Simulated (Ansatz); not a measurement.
`[F][Cd][O][SiH3]` + H₂S → `[F][Cd][SH]` + `O[SiH3]` at 298.15 K and 1 bar (ligand exchange at a Cd–O bond).

Program: Ansatz. Geometries: PBE0-D4/def2-TZVP. ΔE: electronic, gas phase. CBS: MP2 limit from def2 TZ/QZ plus the TZ coupled-cluster correction, frozen cores. This one scheme is used for every species. def2 core potentials past Kr. For Cd outer-core shells are correlated without core-valence functions, which leaves a few kJ/mol of doubt a bond. One conformer a species, not always the lowest.

```json
{"species": "`[F][Cd][O][SiH3]`", "CCSD(T)/CBS energy (Eh)": "-633.61664", "H − E (kJ/mol)": "99.9", "S (J/(mol·K))": "354.9"}
{"species": "H₂S", "CCSD(T)/CBS energy (Eh)": "-398.97279", "H − E (kJ/mol)": "49.9", "S (J/(mol·K))": "205.7"}
{"species": "`[F][Cd][SH]`", "CCSD(T)/CBS energy (Eh)": "-665.92675", "H − E (kJ/mol)": "42.5", "S (J/(mol·K))": "304.2"}
{"species": "`O[SiH3]`", "CCSD(T)/CBS energy (Eh)": "-366.69042", "H − E (kJ/mol)": "113.6", "S (J/(mol·K))": "257.8"}
```

H − E and S are ideal-gas, rigid-rotor, harmonic terms from PBE0-D4/def2-TZVP, for one conformer and one mirror image of each species. 1 Eh = 2625.50 kJ/mol, R = 8.31446 J/(mol·K).

Problem. By hand: ΔE, ΔH, ΔS and ΔG.

Solution. ΔE = (-665.92675) + (-366.69042) − (-633.61664) − (-398.97279) = -0.02774 Eh = -72.8 kJ/mol. Δ(H − E) = 42.5 + 113.6 − 99.9 − 49.9 = 6.3, so ΔH = -66.5 kJ/mol. ΔS = 304.2 + 257.8 − 354.9 − 205.7 = 1.4 J/(mol·K). ΔG = -66.5 − 298.15 × (1.4)/1000 = -66.9 kJ/mol.

Problem. By hand: the equilibrium constant, and the temperature at which ΔG would vanish if ΔH and ΔS stayed fixed.

Solution. log₁₀ K = −ΔG/(RT ln 10) = 11.7. ΔH and −TΔS have one sign here, so there is no such temperature. One of them is within its doubt of zero, so this could turn.

The number of gas molecules stays the same, so ΔS is small and ΔH decides. A doubt of 5 kJ/mol in ΔE shifts log₁₀ K by 0.9 here. Other conformers and mirror images would add mixing entropy, several J/(mol·K) or more a flexible species. Modes under 60 cm⁻¹, often nearly free rotors, make the harmonic entropy too high. These are equilibria of isolated gas molecules and say nothing of rates. Largest T1 diagnostic: 0.016 (customary marks: 0.02 for closed shells, 0.045 for open ones).
